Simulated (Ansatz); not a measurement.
C$_{2}$H$_{7}$BN, SMILES `CC[B]N` radical. Total charge 0; spin multiplicity 2.

```xyz
11

C     0.713   -1.026    1.102
C     0.014    0.222    0.567
B    -0.806    0.011   -0.744
N    -0.869    0.849   -1.838
H     1.240   -0.822    2.038
H    -0.007   -1.827    1.288
H     1.445   -1.409    0.387
H    -0.692    0.590    1.324
H     0.747    1.033    0.429
H    -0.347    1.714   -1.906
H    -1.439    0.665   -2.646
```

(1) What are the harmonic wavenumbers in cm⁻¹ at PBE0-D4/def2-TZVP (Ansatz, finite differences of forces, unscaled)? (Best estimate.)

(2) Is this a minimum?

(3) Give the ideal-gas thermochemistry at 298.15 K and 1 bar (rigid rotor, harmonic oscillator; point group C1, symmetry number 1).

Results:

(1) Computed: 59, 212, 259, 378, 548, 571, 731, 792, 939, 986, 1055, 1088, 1259, 1268, 1403, 1418, 1434, 1493, 1498, 1620, 2982, 3041, 3047, 3115, 3123, 3526, 3677.

(2) Yes, all 27 modes are real.

(3) Zero-point energy 248.3 kJ/mol; H(298) − E = 265.9 kJ/mol; entropy 313.5 J/(mol·K), of which translation 159.0, rotation 101.5, vibration 47.2, electronic 5.8; G(298) − E = 172.4 kJ/mol. Modes under 100 cm⁻¹ are hindered rotations or soft bends, so the harmonic entropy is rough.
